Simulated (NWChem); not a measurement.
System meant: CH5AlO2S; SMILES C[S][Al]([OH])[OH]

The following NWChem deck was run.

```
start job
memory heap 200 mb stack 900 mb global 1100 mb
geometry units angstroms noautoz
  Al    -0.126290     0.806132     0.000114
  O      0.701746     2.302637    -0.001072
  H      1.665061     2.354561    -0.003463
  O     -1.836964     0.802142     0.001436
  H     -2.312361     1.642679     0.001196
  S      0.896172    -1.119985     0.000590
  C     -0.538710    -2.300735     0.000709
  H     -1.493809    -1.774078     0.004761
  H     -0.464359    -2.928871     0.890439
  H     -0.469185    -2.923851    -0.892934
end
basis spherical
  * library def2-svp
end
dft
  odft
  mult 2
  xc pbe0
  iterations 150
  mulliken
end
task dft energy
```

End of the output:

```
                                 NWChem DFT Module
                                 -----------------

 Summary of "ao basis" -> "ao basis" (spherical)
 ------------------------------------------------------------------------------
       Tag                 Description            Shells   Functions and Types
 ---------------- ------------------------------  ------  ---------------------
 Al                         def2-svp                 8       18   4s3p1d
 O                          def2-svp                 6       14   3s2p1d
 H                          def2-svp                 3        5   2s1p
 S                          def2-svp                 8       18   4s3p1d
 C                          def2-svp                 6       14   3s2p1d

 Summary of "ao basis" -> "ao basis" (spherical)
 ------------------------------------------------------------------------------
       Tag                 Description            Shells   Functions and Types
 ---------------- ------------------------------  ------  ---------------------
 Al                         def2-svp                 8       18   4s3p1d
 O                          def2-svp                 6       14   3s2p1d
 H                          def2-svp                 3        5   2s1p
 S                          def2-svp                 8       18   4s3p1d
 C                          def2-svp                 6       14   3s2p1d

  number of electrons :                   56
  multiplicity        :                    2
 ------------------------------------------------------------------------
  no. of electrons and multiplicity not compatible                  56
 ------------------------------------------------------------------------
 ------------------------------------------------------------------------
  current input line :
    25: task dft energy
 ------------------------------------------------------------------------
 ------------------------------------------------------------------------
 There is an error in the input file
 ------------------------------------------------------------------------
 For more information see the NWChem manual at https://nwchemgit.github.io

0: no. of electrons and multiplicity not compatible:Received an Error in Communication
```

**Question.** Find the fault in this run and fix the input.

**Answer.** The input was rejected before any calculation. Cause: the multiplicity doesn't fit the number of electrons (an even count wants an odd multiplicity, and the reverse). This input runs:
```
start job
memory heap 200 mb stack 900 mb global 1100 mb
geometry units angstroms noautoz
  Al    -0.126290     0.806132     0.000114
  O      0.701746     2.302637    -0.001072
  H      1.665061     2.354561    -0.003463
  O     -1.836964     0.802142     0.001436
  H     -2.312361     1.642679     0.001196
  S      0.896172    -1.119985     0.000590
  C     -0.538710    -2.300735     0.000709
  H     -1.493809    -1.774078     0.004761
  H     -0.464359    -2.928871     0.890439
  H     -0.469185    -2.923851    -0.892934
end
basis spherical
  Al library def2-svp
  O library def2-svp
  H library def2-svp
  S library def2-svp
  C library def2-svp
end
dft
  xc pbe0
  iterations 150
  mulliken
end
task dft energy
```
It converges to -831.52208 Ha (PBE0/def2-SVP).
